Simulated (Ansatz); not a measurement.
A structure relaxed at r2SCAN-D4/def2-SVP in Ansatz, charge 0, singlet:

```csv
atom,x (Å),y (Å),z (Å)
Hf1,0.146,0.150,0.080
Ag2,2.857,-0.321,0.910
Ag3,0.670,-0.936,2.584
Ag4,2.170,-0.037,-1.814
Ag5,1.420,-2.438,-0.012
Ag6,-0.221,-1.712,-2.077
Ag7,-0.670,0.942,-2.575
Ag8,-0.146,1.768,2.435
Ag9,-2.545,-0.130,-0.889
Ag10,1.105,2.515,-1.240
Ag11,-1.196,-2.292,0.782
Ag12,-1.429,2.437,0.003
Ag13,-2.161,0.054,1.814
```

**Question.** Give its formula and point group.

**Answer.** the cluster HfAg₁₂. Point group C3v (tolerance 0.1 Å).

**Question.** Summarise the bond lengths by kind (pairs closer than 1.2 times the sum of covalent radii, bridged metal pairs left out).

**Answer.** 27 × Ag–Ag 2.72 to 3.10 Å; 12 × Ag–Hf 2.78 to 2.89 Å.

In the def2 sets Ag, Hf take a core potential; there is no spin–orbit coupling. Single mean-field runs in def2-SVP are fitted with def2-universal-jkfit. The restricted singlet is unstable towards broken spin symmetry in Hartree–Fock (as tested in another run); at r2SCAN-D4/def2-SVP this wasn't settled. Another isomer (singlet) lies 0.12 eV lower at PBE0-D4/def2-TZVP; other spin states weren't run for this one.
